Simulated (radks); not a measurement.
Species: Ru. Configuration: [Kr] 4d7 5s1.

Method: scalar-relativistic Kohn-Sham, r2SCAN, spin-polarised, spherical densities, finite nucleus; open shells are filled with parallel spins first (spin-orbit coupling, left out, can overturn this in heavy ions); meta-GGA in the generalised Kohn-Sham scheme; Fermi nuclear charge, rms radius 4.4809 fm; hard spherical wall at 1.5 bohr; computed with a radial shooting solver on a logarithmic mesh with Libxc functionals.

Energy parts (eV):
| part | energy |
|---|---|
| total | -122104.349 |
| kinetic | 131405.440 |
| electron-nucleus | -305619.141 |
| Hartree | 55991.488 |
| exchange-correlation | -3882.135 |

Orbitals (lengths in bohr, moments of r in powers of bohr; r(90%) holds 90 % of the orbital's charge):
orbital  occ.  eigenvalue (eV)  r(90%)
1s up       1        -21801.44  0.0600
1s down     1        -21800.90  0.0600
2s up       1        -3002.526   0.225
2s down     1        -3000.095   0.225
2p up       3        -2666.681   0.207
2p down     3        -2664.731   0.207
3s up       1        -418.0806   0.605
3s down     1        -416.8286   0.605
3p up       3        -307.8089   0.625
3p down     3        -306.2669   0.624
3d up       5        -129.2329   0.647
3d down     5        -126.8620   0.646
4s up       1          39.3985    1.18
4s down     1          44.9013    1.18
4p up       3          78.0361    1.20
4p down     3          83.5722    1.20
4d up       5         141.5949    1.21
4d down     2         147.2438    1.21
4f up       0         200.9830    1.21
4f down     0         206.4386    1.21
5s up       1         361.0955    1.30
5s down     0         367.7399    1.30
5p up       0         396.6997    1.30
5p down     0         403.3087    1.30
6s up       0         851.2131    1.34
6s down     0         856.2438    1.34

The highest occupied level is 5s up at 361.10 eV. The configuration is held as typed, so some empty levels lie below it. The electron density at the nucleus is 1.128e+05 e/bohr^3 (large components only). The spin density at the nucleus is 402.5 e/bohr^3 (1s 3.2, 2s -2.7, 3s 3.8, 4s 1.0, 5s 397.2). Spin moment in Bohr magnetons: 4.
